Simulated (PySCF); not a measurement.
Silicon: a sound run and one with changed settings

Sound run: Si⁺ [Ne] 3s2 3p1, Si²⁺ [Ne] 3s2. All numbers are calculated (PySCF 2.14, the non-relativistic Hamiltonian (point nucleus), in aug-cc-pV(D+d)Z). The sound run starts from symmetry-adapted Hartree-Fock orbitals and uses a fine grid where one is needed.

Changed run: initial guess atom, at most 2 SCF cycles. This setting is unsound on purpose.

```
species  method  sound run (hartree)  changed run (hartree)  converged
    Si⁺     UHF           -288.57000             -288.56533         no
    Si⁺  r2SCAN           -289.03325             -289.03274         no
    Si⁺     LDA           -287.89972             -287.89917         no
   Si²⁺     UHF           -287.98839             -287.98745         no
   Si²⁺  r2SCAN           -288.42627             -288.42610         no
   Si²⁺     LDA           -287.29815             -287.29785         no
```

The SCF was stopped early; the energies are upper bounds that still move, and correlated levels were skipped or rest on poor orbitals.
